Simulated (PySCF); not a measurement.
H₂O, charge +1, doublet, geometry from GFN2-xTB (a state made from the parent by changing its charge; the spin is typed, not shown lowest). Base run: BLYP/def2-SVP in PySCF.

PySCF was given this input:
```python
from pyscf import gto, scf, dft

mol = gto.M(
    atom='''
O     0.00304205    0.09881265    0.01236920
H    -0.88496403   -0.36772186   -0.05473967
H     0.86062761   -0.42277933   -0.04421396
''',
    basis='def2-svp',
    charge=1,
    spin=1,
    verbose=4,
    symmetry=True,
)

mf = dft.UKS(mol)
mf.xc = 'blyp'
mf.kernel()
mf.analyze()
```

The base run was repeated with changes; each row names its change, and settings that it needs were set with it.

```tsv
change	ΔE vs base (mEh)	point group used	SCF cycles
base	0.000	C2v	8
symmetry_subgroup = Cs	0.000	Cs	8
symmetry_subgroup = C2	0.000	C2	8
irrep_nelec = A1:(2, 3) A2:(0, 0) B1:(1, 0) B2:(2, 1)	540.3	C2v	8
irrep_nelec = A1:(3, 3) A2:(1, 0) B1:(1, 0) B2:(0, 1)	1725.7	C2v	7
irrep_nelec = A1:(3, 3) A2:(1, 0) B1:(0, 0) B2:(1, 1)	1612.3	C2v	7
symmetry = off	0.000	C1	8
irrep_nelec = A1:(2, 3) A2:(1, 0) B1:(1, 0) B2:(1, 1)	1583.5	C2v	8
```

Open shells are given as the SCF converged; they aren't shown to be the lowest states, and a large step between rows can be another state.
